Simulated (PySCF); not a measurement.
Computed properties of C₆H₁₀O, SMILES O=C1CCCCC1

C6H10O, SMILES O=C1CCCCC1. Coordinates come from a ωB97X-D3(BJ)/def2-SVP optimisation. Other conformers were not sampled. All values are computed for the isolated molecule unless a solvent is named; none is compared with measurement here.

**Structure.** The optimised structure has Cs symmetry. All 45 harmonic modes at ωB97X-D3(BJ)/def2-SVP (PySCF) are real, so it is a minimum. With heavy atoms numbered as in [O:1]=[C:2]1[CH2:3][CH2:4][CH2:5][CH2:6][CH2:7]1, the shortest bond between them is O1–C2 at 1.209 Å and the longest C6–C7 at 1.536 Å.

**Vibrations.** The strongest infrared lines (harmonic, unscaled, degenerate partners summed) lie at 1885 cm⁻¹ (212 km/mol, C 63 %, O 35 %), 3070 cm⁻¹ (39 km/mol, H 94 %), 3132 cm⁻¹ (32 km/mol, H 90 %, C 10 %). The softest mode is at 95 cm⁻¹ and the zero-point energy is 95.8 kcal/mol.

**Electronic structure.** HF/def2-TZVP (PySCF) places the frontier levels at -10.76 and 3.15 eV, a gap of 13.91 eV, and gives a dipole moment of 3.65 D.

**Excitations.** TDA-ωB97X/def2-SVPD (PySCF) has S1 at 4.40 eV (282 nm, f = 0.000, dark); the most intense of the 6 singlets computed lies at 8.61 eV (f = 0.12). T1 (TDA) is at 3.84 eV, 0.56 eV under S1. No vertical singlet excitation falls in the visible range (under 3.1 eV).

**NMR.** GIAO shifts at KT2/pcSseg-1 (PySCF) (non-relativistic, atoms alike by connectivity averaged): ¹³C from 32.1 to 199.2 ppm against TMS; ¹H from 1.9 to 2.5 ppm against TMS.
